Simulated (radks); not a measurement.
Question: These are the eigenvalues of the occupied orbitals of an atom or ion with whole-number occupations (hartree). Calculated with a radial shooting solver on a logarithmic mesh with Libxc functionals: scalar-relativistic Kohn-Sham, Slater X-alpha with alpha = 0.62, spin-polarised, spherical densities, point nucleus.

| orbital | eigenvalue |
|---|---|
| 1s up | -519.5409 |
| 1s down | -519.5345 |
| 2s up | -69.05425 |
| 2s down | -69.05006 |
| 2p up | -61.17270 |
| 2p down | -61.16678 |
| 3s up | -10.44035 |
| 3s down | -10.43141 |
| 3p up | -7.93916 |
| 3p down | -7.92897 |
| 3d up | -3.79037 |
| 3d down | -3.77752 |
| 4s up | -1.64648 |
| 4s down | -1.56835 |
| 4p up | -1.09781 |
| 4p down | -1.02042 |

Which element is it, and in what charge state? The configuration may be excited. Open shells, if any, are filled with parallel spins first.

Answer: Z = 36, krypton, charge +2: Kr2+ in [Ar] 3d10 4s2 4p4. The list shows which subshells hold electrons but not how many an open one holds; the 1s level, -519.54 hartree, gives Z - s = 32.2 by -(Z - s)^2/2, which with screening and relativity narrows Z to a few neighbours, and the depths of the outer levels then fix element, charge and occupations together.
